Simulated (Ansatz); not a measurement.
C₂H₆Ni⁻, that is NiMe2 with one electron more. The state is a doublet with charge -1. Geometry r2SCAN-D4/def2-TZVP, that of the neutral triplet; atoms count from 1.

```xyz
9

Ni   -0.2111    0.6428   -0.0260
C     1.6875    0.5689    0.3387
H     1.8850    0.0235    1.2649
H     2.0476    1.6004    0.4476
H     2.2231    0.0898   -0.4850
C    -1.6883   -0.5669   -0.3387
H    -1.5015   -1.1893   -1.2174
H    -2.5864    0.0390   -0.5144
H    -1.8558   -1.2083    0.5303
```

The highest occupied level of the charge -1 doublet lies above zero (up to 0.49 eV). By energy differences its removal costs 1.11 eV (vertical, to the charge 0 triplet, at PBE0-D4/def2-TZVPD); a positive level beside a positive removal energy at the same level points to self-interaction error.

(1) Estimate the Mulliken populations from the PBE0/def2-TZVPD orbitals of Ansatz.

(2) Where does the spin sit?

(3) And the Mayer bond orders between bonded heavy atoms (over 0.3)?

Results:

(1) 
| atom | charge (e) | spin (α − β) | d electrons |
| --- | --- | --- | --- |
| Ni1 | -0.43 | 0.95 | 8.73 |
| C2 | -0.66 | -0.03 | – |
| H3 | 0.14 | 0.01 | – |
| H4 | 0.09 | 0.02 | – |
| H5 | 0.14 | 0.01 | – |
| C6 | -0.66 | -0.03 | – |
| H7 | 0.14 | 0.01 | – |
| H8 | 0.09 | 0.02 | – |
| H9 | 0.14 | 0.01 | – |
Mulliken values and Mayer orders depend strongly on the basis. With diffuse functions, as here, like atoms can get unlike values, and bond orders can come out too low or too high.

(2) Summed by element: Ni 0.95, C -0.05, H 0.11, of 1 unpaired in all. Largest on single atoms: Ni1 0.95, C6 -0.03, C2 -0.03.

(3) Ni1–C2 0.67 (1.93 Å); Ni1–C6 0.67 (1.93 Å).
